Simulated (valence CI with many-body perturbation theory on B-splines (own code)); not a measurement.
## Eu XV: calculated level list

Computed by relativistic CI+MBPT: three valence electrons over a frozen Dirac-Fock core [Kr] 4d10, radial functions for each j: 7 s, 7 p, 7 d, 7 f, 4 g, 2 h, with the one-electron correlation potential Σ1 (screened to all orders), the two-electron term Σ2, the three-electron term Σ3, Breit, model QED; selected single and double excitations, second order for the rest, scaled by the run's own slope (own B-spline code, finite nucleus).

No measured levels were compared; by estimate terms of the open shell hold to a few per cent of their energy, and close levels can change places; configurations with another count of f electrons can be misplaced by thousands of cm⁻¹.

Levels 91 to 135 of 201, with energies above the lowest level, (4f5/2^2 5s) J=7/2. "Leading %" is the weight of the configuration and term that name the level; weights of strongly mixed levels are sums over their largest components and can fall short. In the jj column 3d3/2^4 stands for four electrons in 3d with j = 3/2. Lifetimes count E1, E2, E3, M1 and M2 decay at the calculated energies, and are blank where another channel may lead or the interval is too uncertain; long ones can be off by a factor of two.

```csv
No.,Configuration,Term,J,E (eV),Leading %,Second component,Lifetime,Leading jj
91,4f2.5p,4D°,1/2,30.563,82,9 % 4f2.5p 2P°,160 ps,4f5/2^2 5p1/2 (59 %)
92,4f.5s.5p,2G,7/2,30.602,49,20 % 4f.5s.5p 4D,767 ps,4f7/2 5s 5p1/2 (90 %)
93,4f2.5p,2S°,1/2,30.619,51,40 % 4f2.5p 4P°,181 ps,4f5/2 4f7/2 5p1/2 (85 %)
94,4f2.5p,2I°,11/2,31.008,61,37 % 4f2.5p 2H°,167 ps,4f5/2 4f7/2 5p1/2 (76 %)
95,4f2.5p,4D°,3/2,31.042,64,10 % 4f2.5p 2P°,158 ps,4f5/2 4f7/2 5p1/2 (70 %)
96,4f2.5p,2K°,13/2,31.073,52,45 % 4f2.5p 2I°,169 ps,4f5/2 4f7/2 5p1/2 (71 %)
97,4f2.5p,2D°,5/2,31.431,36,31 % 4f2.5p 4D°,162 ps,4f7/2^2 5p1/2 (71 %)
98,4f2.5p,4S°,3/2,31.567,51,24 % 4f2.5p 4P°,163 ps,4f7/2^2 5p1/2 (58 %)
99,4f2.5p,4H°,9/2,33.481,36,27 % 4f2.5p 2H°,76.1 ps,4f5/2^2 5p3/2 (81 %)
100,4f2.5p,2G°,7/2,33.490,37,36 % 4f2.5p 4H°,77.2 ps,4f5/2^2 5p3/2 (92 %)
101,4f2.5p,4H°,11/2,33.906,46,38 % 4f2.5p 4I°,74.8 ps,4f5/2 4f7/2 5p3/2 (68 %)
102,4f2.5p,2H°,9/2,34.250,35,34 % 4f2.5p 4G°,77.9 ps,4f5/2 4f7/2 5p3/2 (96 %)
103,4f2.5p,4I°,13/2,34.494,58,41 % 4f2.5p 4H°,73.9 ps,4f5/2 4f7/2 5p3/2 (66 %)
104,4f2.5p,4G°,11/2,34.602,50,43 % 4f2.5p 2H°,78.3 ps,4f5/2 4f7/2 5p3/2 (52 %)
105,4f2.5p,4G°,5/2,34.730,77,10 % 4f2.5p 4F°,70.0 ps,4f5/2^2 5p3/2 (84 %)
106,4f2.5p,4F°,3/2,34.961,53,23 % 4f2.5p 2D°,75.4 ps,4f5/2^2 5p3/2 (71 %)
107,4f2.5p,2P°,1/2,35.164,59,26 % 5s2.5p 2P°,157 ps,4f7/2^2 5p1/2 (34 %)
108,4f.5s.5p,4F,7/2,35.259,39,28 % 4f.5s.5p 4G,4.31 ns,4f5/2 5s 5p3/2 (94 %)
109,4f2.5p,4G°,7/2,35.296,50,10 % 4f2.5p 4F°,73.3 ps,4f5/2 4f7/2 5p3/2 (90 %)
110,4f2.5p,4I°,15/2,35.309,99,,72.7 ps,4f7/2^2 5p3/2 (81 %)
111,4f2.5p,4F°,5/2,35.334,50,19 % 4f2.5p 4D°,72.4 ps,4f5/2 4f7/2 5p3/2 (52 %)
112,4f2.5p,4D°,1/2,35.433,80,10 % 5s2.5p 2P°,85.9 ps,4f5/2^2 5p3/2 (44 %)
113,4f2.5p,4F°,7/2,35.446,42,16 % 4f2.5p 2G°,73.9 ps,4f5/2 4f7/2 5p3/2 (77 %)
114,4f2.5p,2I°,11/2,35.451,66,14 % 4f2.5p 2H°,72.5 ps,4f5/2^2 5p3/2 (62 %)
115,4f.5s.5p,4F,5/2,35.602,37,35 % 4f.5s.5p 4D,3.35 ns,4f5/2 5s 5p3/2 (96 %)
116,4f.5s.5p,4G,9/2,35.647,55,44 % 4f.5s.5p 4F,32.7 ns,4f7/2 5s 5p3/2 (54 %)
117,4f2.5p,4F°,9/2,35.873,42,24 % 4f2.5p 4G°,71.9 ps,4f5/2 4f7/2 5p3/2 (88 %)
118,4f2.5p,4D°,3/2,35.963,68,25 % 4f2.5p 2D°,75.8 ps,4f5/2 4f7/2 5p3/2 (86 %)
119,4f2.5p,4G°,7/2,36.003,36,18 % 4f2.5p 2G°,71.9 ps,4f5/2 4f7/2 5p3/2 (59 %)
120,4f2.5p,4G°,9/2,36.017,43,38 % 4f2.5p 2G°,73.4 ps,4f7/2^2 5p3/2 (62 %)
121,4f2.5p,2I°,13/2,36.038,70,19 % 4f2.5p 4H°,73.0 ps,4f7/2^2 5p3/2 (49 %)
122,4f.5s.5p,4D,3/2,36.215,76,18 % 4f.5s.5p 4F,7.78 ns,4f5/2 5s 5p3/2 (97 %)
123,4f2.5p,4G°,11/2,36.263,78,14 % 4f2.5p 2H°,71.2 ps,4f7/2^2 5p3/2 (52 %)
124,4f2.5p,2F°,5/2,36.287,36,24 % 4f2.5p 4D°,75.2 ps,4f5/2 4f7/2 5p3/2 (82 %)
125,4f2.5p,2G°,9/2,36.317,61,18 % 4f2.5p 2H°,72.9 ps,4f5/2 4f7/2 5p3/2 (53 %)
126,4f.5s.5p,4G,11/2,36.581,100,,555 ns,4f7/2 5s 5p3/2 (100 %)
127,4f.5s.5p,4D,1/2,36.605,100,,564 ns,4f5/2 5s 5p3/2 (100 %)
128,4f.5s.5p,2F,7/2,36.627,37,30 % 4f.5s.5p 4D,6.61 ns,4f7/2 5s 5p3/2 (95 %)
129,4f2.5p,2F°,5/2,36.704,68,17 % 4f2.5p 4G°,73.7 ps,4f5/2 4f7/2 5p3/2 (62 %)
130,4f2.5p,2G°,7/2,36.784,51,14 % 4f2.5p 2F°,72.5 ps,4f5/2 4f7/2 5p3/2 (46 %)
131,4f2.5p,2H°,11/2,36.841,70,16 % 4f2.5p 2I°,72.7 ps,4f7/2^2 5p3/2 (69 %)
132,5s2.5p,2P°,1/2,36.927,52,40 % 4f2.5p 2P°,188 ps,5s^2 5p1/2 (52 %)
133,4f2.5p,2F°,5/2,37.219,55,22 % 4f2.5p 2D°,74.4 ps,4f7/2^2 5p3/2 (78 %)
134,4f.5s.5p,2D,5/2,37.373,35,33 % 4f.5s.5p 4D,1.03 ns,4f7/2 5s 5p3/2 (94 %)
135,4f.5s.5p,2G,9/2,37.512,89,9 % 4f.5s.5p 4F,20.1 ns,4f5/2 5s 5p3/2 (55 %)
```

Where two levels of one J and parity lie close, their mixing, g and order are uncertain.
